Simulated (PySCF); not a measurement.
SbCl from Hartree–Fock to correlated methods

State: ³Σ⁻ (triplet), unpaired electrons π ↑↑. Set-up: Sb def2-SVPD with ECP28, Cl def2-SVPD; scalar-relativistic core potentials (PySCF 2.14). De refers to Sb + Cl in their high-spin ground configurations, without counterpoise correction. The functionals are run spin-unrestricted. A positive dipole means Sb(−)Cl(+). Levels whose curve was spin-contaminated or gave no clean fit are not listed.

```json
{"Level": "UHF", "Re (Å)": "2.402", "ωe (cm⁻¹)": "363", "De (eV)": "1.68", "μ (D)": "-2.93"}
{"Level": "UHF-MP2", "Re (Å)": "2.406", "ωe (cm⁻¹)": "358", "De (eV)": "2.70", "μ (D)": "n/a"}
{"Level": "UHF-SCS-MP2", "Re (Å)": "2.413", "ωe (cm⁻¹)": "353", "De (eV)": "2.63", "μ (D)": "n/a"}
{"Level": "PBE", "Re (Å)": "2.407", "ωe (cm⁻¹)": "350", "De (eV)": "3.32", "μ (D)": "-2.30"}
{"Level": "PBEsol", "Re (Å)": "2.386", "ωe (cm⁻¹)": "362", "De (eV)": "3.54", "μ (D)": "-2.17"}
{"Level": "r²SCAN", "Re (Å)": "2.390", "ωe (cm⁻¹)": "362", "De (eV)": "3.17", "μ (D)": "-2.33"}
{"Level": "B3LYP", "Re (Å)": "2.409", "ωe (cm⁻¹)": "350", "De (eV)": "3.09", "μ (D)": "-2.51"}
{"Level": "PBE0", "Re (Å)": "2.385", "ωe (cm⁻¹)": "365", "De (eV)": "3.11", "μ (D)": "-2.44"}
{"Level": "M06", "Re (Å)": "2.392", "ωe (cm⁻¹)": "363", "De (eV)": "3.50", "μ (D)": "-2.52"}
```

Problem. What does a quarter of exact exchange do here, going from PBE to PBE0?

Solution. PBE0 less PBE: -2.2 pm in Re, +4.3 % in ωe, -0.21 eV in De. Exact exchange removes part of the self-interaction that spreads semilocal densities, and in most molecules shortens and stiffens the bond and lowers De; so it does here.

Problem. What does the step from GGA to meta-GGA do here, going from PBE to r²SCAN?

Solution. r²SCAN less PBE: -1.7 pm in Re, +3.4 % in ωe, -0.15 eV in De. 

Problem. What does second-order correlation do here, going from UHF to UHF-MP2?

Solution. UHF-MP2 less UHF: +0.4 pm in Re, -1.4 % in ωe, +1.02 eV in De. Correlation nearly always deepens the well. The bond lengthens, as in strong covalent bonds, where excitations into antibonding orbitals dominate.

Correlated steps freeze 9 core orbitals. Correlated levels converge slowly with the basis: in double zeta they bind strong bonds too weakly, by up to about 1 eV, and carry superposition errors of some tenths. These are scalar-relativistic numbers at best; spin–orbit coupling would shift them, the dissociation energy most. The state is the lowest determinant that a PBE0 search found; another state may lie lower at other levels.
